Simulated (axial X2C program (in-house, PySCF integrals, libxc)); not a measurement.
## Excited states of PbBr⁻ by EOM-EE-CCSD

Computed with an axial X2C code built on PySCF integrals: two-component X2C with atomic mean-field Coulomb and Gaunt terms, Gaussian nuclei, basis Pb dyall-acv3z, Br dyall-acv3z with contracted cores.

R = 2.912 Å (near the PBE0 minimum at charge -1 of the determinant lowest at the starting distance; the state shown can have its own minimum elsewhere).

Vertical excitation energies from the closed-shell determinant state of PbBr⁻:

| Ω | excitation (eV) | cm⁻¹ | hole of the leading pair | particle of the leading pair | weight of the pair (for Ω = 0 its time-reversed partner can hold as much again) | singles weight |
| --- | --- | --- | --- | --- | --- | --- |
| 1 | 0.621 | 5011 | 82% Pb pπ | 90% Pb pπ | 0.96 | 0.97 |
| 2 | 1.107 | 8925 | 82% Pb pπ | 89% Pb pπ | 0.95 | 0.96 |
| 0⁻ | 1.527 | 12316 | 81% Pb pπ | 60% Pb pσ, 16% Pb sσ, 7% Pb pπ | 0.48 | 0.96 |
| 0⁺ | 1.585 | 12788 | 81% Pb pπ | 60% Pb pσ, 18% Pb sσ, 6% Pb pπ | 0.47 | 0.95 |
| 1 | 1.690 | 13629 | 81% Pb pπ | 60% Pb pσ, 19% Pb sσ, 6% Pb pπ | 0.95 | 0.95 |
| 0⁻ | 2.456 | 19809 | 80% Pb pπ | 38% Pb pπ, 38% Pb sσ, 16% Pb pσ | 0.48 | 0.96 |
| 1 | 2.493 | 20108 | 79% Pb pπ | 61% Pb pπ, 21% Pb sσ, 11% Pb pσ | 0.95 | 0.95 |
| 0⁺ | 2.514 | 20275 | 79% Pb pπ | 56% Pb sσ, 17% Pb pσ, 14% Pb pπ | 0.47 | 0.95 |
| 0⁻ | 2.621 | 21143 | 79% Pb pπ | 56% Pb pπ, 28% Pb sσ, 6% Pb pσ | 0.48 | 0.95 |
| 1 | 2.673 | 21555 | 79% Pb pπ | 43% Pb sσ, 34% Pb pπ, 10% Pb pσ | 0.87 | 0.95 |

This point took 37 s on 1 thread of Arm Neoverse V1, with other jobs on the host.

Reference electrons by ω block (each with its −ω partner): 1/2: 35, 3/2: 17, 5/2: 6, 7/2: 1. 12 electrons of PbBr⁻ correlated (inner shells frozen), 88 natural virtual spinors (a truncated set); levels can be off by some tenths of an eV. Roots sought by Ω: (0: 5, 1: 4, 2: 3, 3: 1); the list ends where they run out and leaves out roots under 60 % singles weight. The solver can skip a root, and states that need a further excitation, which the method places far too high, are missing though they may lie low or lowest. T1 of the reference 0.012 (Lee–Taylor). The highest Hartree–Fock level of the anion lies at -1.72 eV; relaxation, partly offset by correlation, puts the detachment threshold some tenths of an eV to over one eV lower in magnitude, and states above it are held by the basis set and are not bound. Number of frozen shells: Pb 5 s, 4 p, 3 d, 1 f; Br 3 s, 2 p, 1 d.
